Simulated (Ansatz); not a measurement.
Input for Ansatz (a quantum-chemistry and plane-wave program): R-PBE0/def2-TZVPP on ScH, 2S+1 = 1, a spin state set in the input, which need not be the lowest.

Ansatz 0.2 input:
```yaml
crystal:
  periodic: [false, false, false]
  atoms:
    - {symbol: Sc, position_ang: [0.00000000, 0.00000000, 0.00000000]}
    - {symbol: H, position_ang: [0.00000000, 0.00000000, 1.90900000]}
basis:
  gaussian:
    orbitals: def2-TZVPP
hamiltonian:
  xc: {name: PBE0}
relax: {f_tol: 0.002, max_steps: 120}
```

Program output:

```
WARN ansatz: RAYON_NUM_THREADS=2 ignored (pool sized by the plan → 2); use --threads N
Functional definition: PBE0
integrals: 0.02 GiB planned
601 factors; their error is unknown
mean field: 0.22 GiB planned
mean field evaluation 1: about -20706.9304 eV, gradient 1.4e1 eV
mean field evaluation 2: about -20707.3029 eV, gradient 1.1e1 eV
mean field evaluation 4: about -20707.6663 eV, gradient 6.6e-1 eV
mean field evaluation 8: about -20707.7664 eV, gradient 6.3e-2 eV
mean field evaluation 16: about -20707.7664 eV, gradient 6.4e-5 eV
mean field -20707.76640204 eV, -760.9963790468 hartree, gradient 4.3e-5 eV, S^2 0.000000; 2 other end points of the search recorded, 0 dependent functions left out
the calculation of the forces begins
reference -20707.76642858 eV, -760.9963800220 hartree; 11, 11 occupied and 67, 67 virtual orbitals, 601 factors
relax step   1: F+E_penalty+E_count = -20707.76640204 eV  Δ(F+E_penalty+E_count) = +0.000e0 eV  max|allowed force component| = 1.181e0 eV/Å  Δτ_max = 0.0000 Å  (54 SCF iters, accepted)
these checks for a lower state are left out or cut short: starts, cluster_reference, orbital_swaps, neighbouring_geometries, increment
integrals: 0.02 GiB planned
601 factors; their error is unknown
mean field: 0.22 GiB planned
mean field evaluation 32: about -20707.6185 eV, gradient 1.2e-5 eV
mean field -20707.61853477 eV, -760.9909450247 hartree, gradient 1.2e-5 eV, S^2 0.000000; 0 other end points of the search recorded, 0 dependent functions left out
the calculation of the forces begins
reference -20707.61856016 eV, -760.9909459577 hartree; 11, 11 occupied and 67, 67 virtual orbitals, 601 factors
relax step   2: F+E_penalty+E_count = -20707.61853477 eV  Δ(F+E_penalty+E_count) = +1.479e-1 eV  max|allowed force component| = 2.811e0 eV/Å  Δτ_max = 0.1816 Å  (41 SCF iters, rejected (line search))
these checks for a lower state are left out or cut short: starts, cluster_reference, orbital_swaps, neighbouring_geometries, increment
integrals: 0.02 GiB planned
601 factors; their error is unknown
mean field: 0.22 GiB planned
mean field -20707.86969963 eV, -761.0001751630 hartree, gradient 8.8e-6 eV, S^2 0.000000; 0 other end points of the search recorded, 0 dependent functions left out
the calculation of the forces begins
reference -20707.86972579 eV, -761.0001761244 hartree; 11, 11 occupied and 67, 67 virtual orbitals, 601 factors
relax step   3: F+E_penalty+E_count = -20707.86969963 eV  Δ(F+E_penalty+E_count) = -1.033e-1 eV  max|allowed force component| = 1.587e-1 eV/Å  Δτ_max = 0.0885 Å  (34 SCF iters, accepted)
these checks for a lower state are left out or cut short: starts, cluster_reference, orbital_swaps, neighbouring_geometries, increment
integrals: 0.02 GiB planned
601 factors; their error is unknown
mean field: 0.22 GiB planned
mean field -20707.87095170 eV, -761.0002211760 hartree, gradient 1.3e-5 eV, S^2 0.000000; 0 other end points of the search recorded, 0 dependent functions left out
the calculation of the forces begins
reference -20707.87097793 eV, -761.0002221398 hartree; 11, 11 occupied and 67, 67 virtual orbitals, 601 factors
relax step   4: F+E_penalty+E_count = -20707.87095170 eV  Δ(F+E_penalty+E_count) = -1.252e-3 eV  max|allowed force component| = 3.690e-3 eV/Å  Δτ_max = 0.0078 Å  (36 SCF iters, accepted)
these checks for a lower state are left out or cut short: starts, cluster_reference, orbital_swaps, neighbouring_geometries, increment
integrals: 0.02 GiB planned
601 factors; their error is unknown
mean field: 0.22 GiB planned
mean field -20707.87095241 eV, -761.0002212018 hartree, gradient 6.1e-5 eV, S^2 0.000000; 0 other end points of the search recorded, 0 dependent functions left out
the calculation of the forces begins
reference -20707.87097863 eV, -761.0002221656 hartree; 11, 11 occupied and 67, 67 virtual orbitals, 601 factors
relax step   5: F+E_penalty+E_count = -20707.87095241 eV  Δ(F+E_penalty+E_count) = -7.023e-7 eV  max|allowed force component| = 2.426e-5 eV/Å  Δτ_max = 0.0002 Å  (24 SCF iters, accepted)
integrals: 0.02 GiB planned
601 factors; their error is unknown
mean field: 0.22 GiB planned
mean field evaluation 64: about -20707.7726 eV, gradient 1.6e-1 eV
mean field -20707.87095241 eV, -761.0002212018 hartree, gradient 6.1e-5 eV, S^2 0.000000; 2 other end points of the search recorded, 0 dependent functions left out
the calculation of the forces begins
reference -20707.87097863 eV, -761.0002221656 hartree; 11, 11 occupied and 67, 67 virtual orbitals, 601 factors
Total energy: -20707.87097863 eV, -761.0002221656 hartree
Atom 0 at     0.000000     0.000000     0.080562 Å, force     0.000000    -0.000000     0.000024 eV/Å
Atom 1 at    -0.000000    -0.000000     1.828438 Å, force    -0.000000     0.000000    -0.000024 eV/Å
Dipole moment:     0.000000     0.000000    -0.375475 e Å
```

The run converged.

Cost: around 11 core-seconds (rough).
